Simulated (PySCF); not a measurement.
A structure optimised at ωB97X-D3(BJ)/def2-TZVP, used in a PySCF frequency run:

```xyz
5

Mg     0.0216     0.5795     0.0000
O     -0.0216     2.3373     0.0000
H     -0.0047     3.2846     0.0000
S      0.0739    -1.6961     0.0000
H     -1.2636    -1.7999     0.0000
```
Charge 0, spin multiplicity 1.

**Question.** Write its SMILES, formula and point group.

**Answer.** [OH][Mg][SH], H₂MgOS, Cs

**Question.** What are its rotational constants (standard atomic weights)?

**Answer.** 287.65, 2.5028, 2.4812 GHz
